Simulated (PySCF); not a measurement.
# Unknowns

Level of theory: structure optimised with GFN2-xTB, shieldings: GIAO PBE0/pcSseg-1, in PySCF 2.14.0 with density-fitted response routines (no solvent, equivalent nuclei averaged, relativity neglected, single conformer).

Referencing at the same level of theory: 1H and 13C vs TMS. Splittings of carbon signals by F and P are missing where no couplings were computed. Where no couplings were computed, multiplicities follow the n + 1 count of equivalent neighbours, and m marks all less simple cases (inequivalent or close neighbours, rings, F or P nearby). Shifts are as computed. Against solution values, carbons near 30 ppm lie about +3 ppm off and those near 130 ppm about +5 ppm. Of 1211 compounds with measured shifts, 218 miss one by over three times the rms of a fit or turn the order of signals round; such compounds aren't used in these exercises.

Question: C8H9F3. 1H NMR (600 MHz, computed): δ 6.28 (m, 1H), 5.93 (m, 2H), 5.79 (m, 1H), 5.59 (m, 2H), 5.38 (m, 2H), 4.05 (m, 1H). 13C{1H} NMR (computed): δ 154.2 (CH), 145.6 (CH), 132.8 (C), 125.0 (CH), 123.0 (CH2), 59.1 (CH). What is it?

Answer: SMILES C=CC(C=C)/C=C\C(F)(F)F. The formula gives 3 degrees of unsaturation (no ring in the answer). 6 carbon signals for 8 carbons: some carbons are equivalent by symmetry or fast rotation. Carbon types of the structure: 1 × C, 5 × CH, 2 × CH2, which accounts for all hydrogens. δC 154.2, 145.6, 125.0: alkene CH; the olefinic region. δC 132.8: CF3 carbon; 3 electronegative neighbours deshield it. δC 123.0: terminal =CH2 carbon; the olefinic region. δH 6.28, 5.93, 5.79: hydrogen on an alkene CH; olefinic region.

The data come from this structure; uniqueness wasn't tested.

Question: C5H5NO3. 1H NMR (400 MHz, computed): δ 8.47 (s, 1H), 7.13 (s, 1H), 3.65 (s, 3H). 13C{1H} NMR (computed): δ 155.6 (C), 151.4 (CH), 142.9 (C), 139.5 (CH), 44.2 (CH3). Identify the compound.

Answer: `c1(/C=N\C)coc(=O)o1`. The formula gives 4 degrees of unsaturation (1 ring in the answer). 5 carbon signals for 5 carbons: no two carbons are equivalent. Carbon types of the structure: 2 × C, 2 × CH, 1 × CH3, which accounts for all hydrogens. δC 155.6: ring carbonyl carbon. δC 151.4: C=N carbon. δC 142.9: unsaturated ring carbon. δC 139.5: unsaturated ring CH.

The data come from this structure; uniqueness wasn't tested.

Question: C7H7PSi. 1H NMR (400 MHz, computed): δ 9.20 (m, 1H), 8.58 (m, 1H), 8.19 (m, 1H), 4.63 (s, 3H), 3.61 (s, 1H). 13C{1H} NMR (computed): δ 163.8 (CH), 159.2 (C), 152.0 (CH), 142.8 (CH), 137.2 (C), 96.8 (CH), 90.6 (C). Identify the compound.

Answer: `C#Cc1cc([SiH3])ccp1`. 7 carbon signals for 7 carbons: no two carbons are equivalent. Carbon types of the structure: 3 × C, 4 × CH, leaving 3 H on heteroatoms. δC 163.8, 152.0, 142.8: aromatic CH. δC 96.8: terminal alkyne carbon; sp carbons lie upfield of alkene carbons because the cylindrical π system leaves one tensor component strongly shielded. δC 90.6: alkyne carbon; the triple bond shields along its axis, which puts it between sp3 and sp2 carbons. δH 9.20, 8.58, 8.19: hydrogen on an aromatic CH; it sits in the deshielding region of the aromatic ring current.

The data come from this structure; uniqueness wasn't tested.
